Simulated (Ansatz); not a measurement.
`[CH3][GeH]([F])[SH]`, charge 0, multiplicity 1.

Q: Give a relaxed structure at PBE0-D4/def2-TZVP (Ansatz 0.2.0). (An estimate is asked.)

A: Computed: 
Z-matrix (Å, degrees):
```
C
Ge 1 1.934
H 1 1.090 2 110.1
H 1 1.090 2 109.5 3 120.1
H 1 1.091 2 109.6 3 -120.5
F 2 1.746 1 105.4 3 179.9
S 2 2.208 1 113.0 3 -61.7
H 2 1.534 1 116.8 3 62.8
H 7 1.343 2 94.0 1 -39.1
```
This is one stationary point; other conformers may exist.
